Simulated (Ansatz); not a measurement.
```yaml
crystal:
  periodic: [true, true, true]
  atoms:
    - {symbol: Si, position_ang: [-1.120018, 0.712525, -0.532170]}
    - {symbol: C, position_ang: [0.617107, 0.095402, -0.261093]}
    - {symbol: B, position_ang: [1.127533, -0.340565, 1.160578]}
    - {symbol: N, position_ang: [0.832980, -1.280684, 0.253828]}
    - {symbol: H, position_ang: [-1.774962, 0.070749, -1.709310]}
    - {symbol: H, position_ang: [-1.949274, 0.408503, 0.667075]}
    - {symbol: H, position_ang: [-1.105551, 2.183110, -0.761881]}
    - {symbol: H, position_ang: [1.358665, 0.426010, -0.992726]}
    - {symbol: H, position_ang: [1.497711, -0.131805, 2.263739]}
    - {symbol: H, position_ang: [0.598908, -2.194345, -0.085040]}
basis:
  gaussian: {orbitals: def2-mTZVP}
hamiltonian: {xc: {name: B97M-V}}
output: {forces: true}
```

```sh
$ ansatz run in.yaml --threads 2 --pin off --events-out ev --progress --plain --max-ram 4352MiB
```

It prints (some lines left out):

```
Error: YAML parse error: error: line 2 column 3: crystal: missing field `lattice` (a structure is typed as `lattice` and `atoms`, a molecule's as `atoms` in Å alone, or read from a run's directory, `checkpoint`)
 --> <input>:2:3
1 | crystal:
2 |   periodic: [true, true, true]
3 |   atoms:
4 |     - {symbol: Si, position_ang: [-1.120018, 0.712525, -0.532170]}
```

(1) What is wrong with this run?

Results:

(1) The molecule is marked periodic without a cell. The program refused the input.
